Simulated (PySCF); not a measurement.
# Structure revision by computed shifts

A compound C$_{7}$H$_{8}$O$_{2}$ gives the data below (simulated from a calculation) and was assigned the structure `CO[C@]12C=C[C@H](C=C1)O2`.

¹³C{¹H} NMR (computed): δ 165.9 (CH), 157.1 (C), 149.7 (C), 116.9 (CH2), 113.4 (CH2), 70.0 (CH), 37.8 (CH2).

¹H NMR (600 MHz, computed): δ 8.18 (s, 1H), 6.01 (m, 1H), 5.87 (br s, 1H), 5.82 (br s, 1H), 5.64 (br s, 1H), 5.33 (br s, 1H), 3.07 (m, 1H), 3.01 (m, 1H).

PySCF 2.14.0 with density-fitted response routines calculation with geometry: GFN2-xTB and σ from GIAO-PBE0/pcSseg-1; single conformer, no solvent model, non-relativistic Hamiltonian.

Chemical shifts δ = σref − σ; ¹H (σref 31.72) and ¹³C (σref 186.93) against TMS, all at this level.

Question: Compare with the shifts computed for the proposed structure, pairing carbons in order of shift.

Answer: Mapped SMILES: `[CH3:1][O:2][C@:3]12[CH:4]=[CH:5][C@H:6]([CH:7]=[CH:8]1)[O:9]2`. Hydrogens are named by the atom that carries them.

```csv
atom,computed for proposal,given list,difference
C5,158.7,165.9,-7.2
C7,158.7,157.1,+1.6
C4,156.1,149.7,+6.4
C8,156.1,116.9,+39.2
C3,122.1,113.4,+8.7
C6,82.3,70.0,+12.3
C1,55.4,37.8,+17.6
```

The rms difference is 17.6 ppm and the largest +39.2 ppm at C8 (alkene CH). The proposal also would give 5 carbon signals, not 7. The carbon types in order of shift don't match either: CH, CH, CH, CH, C, CH, CH3 for the proposal against CH, C, C, CH2, CH2, CH, CH2 in the data. The proposal doesn't fit.

Question: Which isomer fits?

Answer: `InChI=1S/C7H8O2/c1-5-3-7(6(5)2)9-4-8/h4,7H,1-3H2/t7-/m0/s1`.

Carbon types of the structure: 2 × C, 2 × CH, 3 × CH2, which accounts for all hydrogens. δC 165.9: ester carbonyl carbon; lone-pair donation from the attached heteroatom keeps it upfield of a ketone carbonyl. δC 157.1, 149.7: fully substituted alkene carbon; as expected for a trigonal carbon in a double bond. δC 116.9, 113.4: terminal =CH2 carbon; an sp2 carbon of a C=C bond. δC 70.0: allylic sp3 CH bonded to O; pulled downfield by the heteroatom.

Other isomers checked: C=C(C)C=C(C=O)C=O (rms 36.5 ppm).

The data come from this structure; uniqueness wasn't tested.

Shifts are as computed. Against solution values, carbons near 30 ppm lie about +3 ppm off and those near 130 ppm about +5 ppm. Of 1211 compounds with measured shifts, 218 miss one by over three times the rms of a fit or turn the order of signals round; such compounds aren't used in these exercises. Multiplicities follow the n + 1 count of equivalent neighbours, as no J values were calculated; m marks all less simple cases, F and P coupling included.
